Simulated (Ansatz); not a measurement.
Harmonic frequencies (cm⁻¹) at PBE0-D4/def2-TZVP from Ansatz: 86, 170, 222, 280, 512, 581, 638, 694, 815, 892, 898, 926, 937, 999, 1152, 1243, 2235, 2244, 2254, 2561, 2647.

Problem. Which molecule is it?
A. `C[SiH]1BS1`
B. `BC1[SiH2]S1`
C. `CB1[SiH2]S1`
D. `BC([SiH3])=S`

Solution. D.
